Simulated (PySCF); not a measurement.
Molecule: `C(/C=C/C=C)=C\CC#N`, C$_{8}$H$_{9}$N.

Bonds (- single, = double, # triple, : aromatic): C1=C2, C2-C3, C3=C4, C4-C5, C5=C6, C6-C7, C7-C8, C8#N9. C1 carries H10, H11; C2 carries H12; C3 carries H13; C4 carries H14; C5 carries H15; C6 carries H16; C7 carries H17, H18. Stereochemistry as in C=C/C=C/C=C/CC#N. H11 is cis to C3; H10 is trans to C3.

Frames of a GFN2-xTB Langevin trajectory at 200 K; GIAO PBE0/pcSseg-1 shieldings in PySCF, gas phase, non-relativistic; equivalent atoms averaged within each frame.

Referencing at the same level of theory: TMS for 13C (186.93 ppm) and 1H (31.72 ppm); 15N (267.73 ppm) vs NH3. The references are static minima.

Problem. How do the shifts (ppm) fluctuate along the trajectory?

Solution. 
```tsv
time (fs)	C5	C3	C4	C2	C6	C1	C8	C7	N9	H15
250	148.0	144.6	140.8	138.1	131.8	127.1	120.8	22.9	300.2	6.98
425	154.9	145.7	142.9	144.8	136.0	127.1	125.5	30.1	316.3	6.79
625	140.8	142.7	141.4	140.1	130.1	121.8	119.9	21.2	300.2	7.24
800	149.0	148.3	140.1	151.2	129.3	127.6	123.7	21.1	305.3	8.05
1000	148.2	152.7	143.6	147.4	128.6	128.3	120.3	17.8	295.9	6.48
mean of frames	148.2	146.8	141.8	144.3	131.2	126.4	122.0	22.6	303.6	7.11
standard deviation	5.0	3.9	1.5	5.3	2.9	2.6	2.5	4.5	7.8	0.60
```

5 frames give an uncertainty of the mean of about the standard deviation over 2.2 at best, since frames this close in time may not be independent; classical motion lacks zero-point vibration, and the reference would need the same averaging.
